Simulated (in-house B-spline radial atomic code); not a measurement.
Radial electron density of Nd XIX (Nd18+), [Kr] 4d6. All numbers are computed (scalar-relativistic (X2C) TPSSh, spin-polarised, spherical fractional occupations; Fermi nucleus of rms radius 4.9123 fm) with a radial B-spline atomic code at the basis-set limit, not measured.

Caution: exact exchange at fractional occupations of open shells leaves self-interaction of up to several eV.

One-electron X2C: radii and densities carry no picture-change correction, so inner-shell <1/r> comes out high (for 1s by about 2 % at Z = 33, 5 % at 54, 10 % at 75, 30 % at 118) and <r> low.

Columns: r (bohr), 4πr²n(r) (electrons per bohr), bar.

```
0.000585    2.147 #
0.000705    2.855 #
 0.00085     3.79 ##
 0.00103    5.052 ##
 0.00124    6.646 ###
 0.00149    8.678 ####
  0.0018    11.36 #####
 0.00217    14.72 ######
 0.00261    18.86 ########
 0.00315    24.03 ##########
  0.0038    30.23 #############
 0.00459    37.52 ################
 0.00553    45.61 ###################
 0.00667    54.32 #######################
 0.00804    63.01 ###########################
  0.0097    70.92 ##############################
  0.0117    76.98 #################################
  0.0141    80.24 ##################################
   0.017    80.16 ##################################
  0.0205    77.04 #################################
  0.0247    72.51 ###############################
  0.0298    69.38 #############################
   0.036    70.88 ##############################
  0.0434    78.62 #################################
  0.0523    90.71 ######################################
  0.0631    101.5 ###########################################
  0.0761      104 ############################################
  0.0917    95.81 #########################################
   0.111    82.48 ###################################
   0.133    75.92 ################################
   0.161    81.01 ##################################
   0.194     89.4 ######################################
   0.234    85.43 ####################################
   0.282    64.65 ###########################
    0.34    40.97 #################
    0.41    30.55 #############
   0.495    32.27 ##############
   0.597    31.79 #############
    0.72    22.57 ##########
   0.868    10.81 #####
    1.05    3.268 #
    1.26    0.654 
    1.52   0.0726 
    1.84 0.003936 
    2.21 0.000114
```

On this grid the curve has 4 maxima, near 0.0141, 0.0761, 0.194, 0.495 bohr.

The 4d up radial function P(r) = rR(r), positive near the nucleus:

```tsv
r (bohr)	P
0.00804	0.002355
0.0117	0.006422
0.017	0.01703
0.0247	0.04345
0.036	0.1053
0.0523	0.2321
0.0761	0.4505
0.111	0.7216
0.161	0.8397
0.234	0.476
0.34	-0.4495
0.495	-1.319
0.72	-1.271
1.05	-0.5482
1.52	-0.09301
2.21	-0.004045
```
